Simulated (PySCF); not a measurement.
A PySCF script (with the pyscf-properties extension) for the NMR shieldings of `FB(F)CB(P)C1CC1`, C4H9B2F2P, on a GFN2-xTB geometry:

```python
import basis_set_exchange as bse
import numpy as np
from pyscf import gto, dft
from pyscf.prop import nmr

atoms = """
F     3.100373   -1.173608   -1.102321
B     2.575803    0.031041   -0.958414
F     2.711351    0.793885   -2.026908
C     1.799463    0.472861    0.329467
B     0.310331   -0.091528    0.216483
P    -0.058930   -1.783688    0.976415
C    -0.800804    0.801327   -0.381660
C    -2.242372    0.641116    0.074902
C    -1.873533    0.225878   -1.295938
H     1.802375    1.558588    0.413680
H     2.291159    0.047351    1.205321
H     1.075874   -2.443380    0.544664
H    -0.885169   -2.308959    0.000624
H    -0.529233    1.821087   -0.637940
H    -2.826857    1.537958    0.211290
H    -2.442029   -0.129599    0.806490
H    -1.829366   -0.829484   -1.522754
H    -2.187195    0.835472   -2.129817
"""
names = dict.fromkeys(["F", "B", "C", "P", "H"], "pcSseg-1")
basis = {el: gto.basis.parse(bse.get_basis(n, elements=[el], fmt="nwchem")) for el, n in names.items()}
mol = gto.M(atom=atoms, basis=basis, charge=0, verbose=0)
mf = dft.RKS(mol, xc="PBE0")
mf.grids.level = 2
mf.grids.alignment = dft.numint.BLKSIZE   # the property module wants whole blocks of grid points
mf.conv_tol = 1e-9
mf.kernel()

calc = nmr.RKS(mf)   # GIAO
C = mf.mo_coeff
Co = C[:, mf.mo_occ > 0]
resp = mf.gen_response(singlet=True, hermi=2)
def vind(x):   # induced exchange potential for any number of trial vectors
    d = np.einsum("pi,xij,qj->xpq", C, 2 * x.reshape(-1, C.shape[1], Co.shape[1]), Co, optimize=True)
    return np.einsum("xpq,pi,qj->xij", resp(d - d.transpose(0, 2, 1)), C, Co, optimize=True).ravel()
mo1, _ = nmr.rhf.solve_mo1(calc, with_cphf=vind)
sigma = calc.kernel(mo1)
for i, s in enumerate(sigma):   # ppm
    w = np.linalg.eigvalsh((s + s.T) / 2)
    print("%2d %-2s iso %8.1f  s11 %8.1f  s22 %8.1f  s33 %8.1f" % (i, mol.atom_pure_symbol(i), w.mean(), *w))
```

**Question.** What does it print?

**Answer.** 
```
 0 F  iso    237.8  s11     59.8  s22    293.0  s33    360.5
 1 B  iso     73.4  s11     47.8  s22     80.1  s33     92.2
 2 F  iso    235.0  s11     54.9  s22    295.2  s33    354.9
 3 C  iso    159.0  s11    119.4  s22    169.1  s33    188.5
 4 B  iso      8.5  s11    -57.9  s22    -32.9  s33    116.4
 5 P  iso    546.2  s11    488.8  s22    530.7  s33    619.1
 6 C  iso    168.1  s11    114.0  s22    170.7  s33    219.5
 7 C  iso    170.0  s11    139.8  s22    172.4  s33    197.8
 8 C  iso    169.5  s11    138.9  s22    172.2  s33    197.4
 9 H  iso     29.7  s11     26.7  s22     28.2  s33     34.1
10 H  iso     29.6  s11     26.3  s22     28.9  s33     33.7
11 H  iso     29.6  s11     24.3  s22     27.9  s33     36.4
12 H  iso     29.8  s11     24.1  s22     30.0  s33     35.5
13 H  iso     30.7  s11     23.8  s22     29.1  s33     39.1
14 H  iso     30.4  s11     24.5  s22     26.3  s33     40.4
15 H  iso     31.0  s11     24.3  s22     30.2  s33     38.7
16 H  iso     30.9  s11     25.1  s22     29.4  s33     38.3
17 H  iso     30.5  s11     24.9  s22     26.2  s33     40.4
```

These numbers come from an equivalent density-fitted implementation of the same equations, which agrees with the script to about 0.01 ppm for H and up to a few tenths of a ppm for heavy atoms, so last digits may differ.

Size and cost of the density-fitted run: 205 basis functions, 99 s wall time on 1 thread of an Intel Xeon, shared host; peak memory 0.92 GiB.
